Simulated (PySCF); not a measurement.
## Core binding energy against partial charge

C₆H₁₂BNO.
Structure used (PBE0-D3(BJ)/def2-SVP), in Å, numbered top down from 1:
```
atom  x, y, z in Å
C1     2.3963   -0.8148    0.9737
C2     1.8477   -0.2486   -0.2893
C3     0.6744    0.3705   -0.4396
N4    -0.2529    0.6185    0.6164
C5     0.1794    1.4098    1.6795
O6     1.2778    1.8838    1.7959
B7    -1.6066    0.1098    0.5432
C8    -2.0009   -0.7695   -0.7004
C9    -2.6650    0.4504    1.6690
H10    2.9316   -1.7576    0.7847
H11    3.1067   -0.1084    1.4341
H12    1.6048   -1.0049    1.7129
H13    2.4686   -0.3296   -1.1879
H14    0.3659    0.7403   -1.4217
H15   -0.6193    1.5628    2.4350
H16   -1.1738   -1.3820   -1.0893
H17   -2.3016   -0.0922   -1.5227
H18   -2.8680   -1.4148   -0.4974
H19   -2.7653    1.5321    1.8551
H20   -3.6606    0.0623    1.4112
H21   -2.3819   -0.0045    2.6344
```

Binding energies: delta-SCF UKS SCAN, pcX-2 on the ionised atom, pcseg-1 elsewhere, spin-free X2C in PySCF. Charges: PBE0/pcSseg-1 ground-state density, for the ionised atom.

| atom | environment | C 1s (eV) | Mulliken (e) | IAO (e) | Hirshfeld (e) | ESP (e) |
| --- | --- | --- | --- | --- | --- | --- |
| C8 | sp3 carbon bound to boron | 290.04 | -0.552 | -0.569 | -0.197 | -0.545 |
| C2 | alkene CH carbon | 290.33 | -0.218 | -0.127 | -0.035 | +0.052 |
| C1 | allylic carbon | 290.69 | -0.227 | -0.418 | -0.119 | -0.350 |
| C3 | vinylic carbon bearing nitrogen | 290.99 | +0.071 | -0.073 | -0.009 | -0.370 |
| C5 | amide carbonyl carbon | 293.50 | +0.399 | +0.321 | +0.152 | +0.308 |

Problem. How well does each charge scheme correlate with the binding energies over these sites?

Solution. Mulliken: r = 0.91, slope 3.5 eV per e; Hirshfeld: r = 0.90, slope 9.5 eV per e; IAO: r = 0.87, slope 3.5 eV per e; ESP: r = 0.76, slope 3.0 eV per e. On 5 points no scheme stands out.

Problem. The point-charge model writes a binding energy as kq + V + constant, with V the potential of the other atoms' charges at the site. What does it give with the ESP charges?

Solution. V = Σ 14.40 eV Å × q/r over all other atoms: +7.51 eV at C8, -2.36 eV at C2, +4.40 eV at C1, +3.94 eV at C3, -4.46 eV at C5. Fitting binding energy − V to q gives k = 17.2 eV per e and leaves an rms residual of 0.59 eV, against 0.80 eV for the fit on q alone. The model has no term for differences in relaxation between sites.

Isolated species at its PBE0-D3(BJ)/def2-SVP geometry (one conformer only).
